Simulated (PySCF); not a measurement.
GeH₆O₂Si.
Numbering: `[OH:1][SiH:2]([OH:3])[GeH3:4]` (hydrogens: H5 on O1; H6 on Si2; H7 on O3; H8, H9, H10 on Ge4)

Level of theory: PySCF, PBE0-D3(BJ)/def2-SVP geometry optimisation, gas phase.

List the bond lengths, angles and torsions at this level.

| bond | length (bohr) |
| --- | --- |
| O1–Si2, Si2–O3 | 3.142 |
| Si2–Ge4 | 4.483 |
| O1–H5, O3–H7 | 1.818 |
| Si2–H6 | 2.838 |
| Ge4–H8, Ge4–H9, Ge4–H10 | 2.912 |

Bonds in one row agree within 0.02 bohr and their mean is given. A selection of angles:
| angle | degrees |
| --- | --- |
| Si2–O1–H5 | 116.0 |
| O1–Si2–O3 | 107.9 |
| O1–Si2–Ge4 | 105.3 |
| O1–Si2–H6 | 112.2 |
| O3–Si2–Ge4 | 111.7 |
| O3–Si2–H6 | 107.9 |
| Ge4–Si2–H6 | 111.8 |
| Si2–O3–H7 | 117.6 |
| Si2–Ge4–H8 | 110.6 |
| Si2–Ge4–H10 | 109.9 |
| H8–Ge4–H9 | 108.7 |
| H8–Ge4–H10 | 108.0 |

Dihedral angles: H5–O1–Si2–O3 -48° (synclinal); H7–O3–Si2–O1 146° (anticlinal). The mirror-image conformer, all signs reversed, is as good.

Si2 (oxygen-bound silicon) is distorted tetrahedral (angles from 105.3° to 112.2°). Ge4 (germanium bonded to Si and 3 H) is tetrahedral (angles from 107.7° to 111.8°).

Not checked by PBE0-D3(BJ)/def2-SVP frequencies. One conformer, not necessarily the lowest (H–O1–Si2–O3 -48°, O1–Si2–O3–H 146°).
